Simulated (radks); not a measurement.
The numbers below are computed, except where a source is named.
Species: Al I. Configuration: [Ne] 3s2 3p1 (the NIST ground configuration).

Level of theory: Dirac Kohn-Sham, PBE, spin-unpolarised, spherical densities, point nucleus; open shells fill j = l - 1/2 first (a radial shooting solver on a logarithmic mesh with Libxc functionals).

Energy parts (eV):
part                      energy
total                  -6603.804
kinetic                 6618.242
electron-nucleus      -15795.450
Hartree                 3075.013
exchange-correlation    -501.607

Orbitals (lengths in bohr, moments of r in powers of bohr):
| orbital | occ. | eigenvalue (eV) | <1/r> |
|---|---|---|---|
| 1s1/2 | 2 | -1511.034 | 12.63 |
| 2s1/2 | 2 | -108.1458 | 2.341 |
| 2p1/2 | 2 | -69.9176 | 2.216 |
| 2p3/2 | 4 | -69.4763 | 2.206 |
| 3s1/2 | 2 | -7.7466 | 0.5291 |
| 3p1/2 | 1 | -2.7182 | 0.3896 |
| 3p3/2 | 0 | -2.7019 | 0.3884 |

The highest occupied level is 3p1/2 at -2.718 eV. Summed over all electrons, <r^2> = 33.18 bohr^2, which gives a Langevin (diamagnetic) susceptibility term of -26.3 x 10^-6 cm^3/mol. For comparison, the ionisation energy in NIST's Atomic Spectra Database is 5.986 eV (measured). In exact Kohn-Sham theory the highest level is minus the ionisation energy, but local and semilocal functionals leave it too shallow, through self-interaction and a potential that decays too fast; potentials with the right tail come closer.

Beside tabulated values, note that spin-unpolarised runs miss the spin-polarisation part of the exchange energy of open shells.
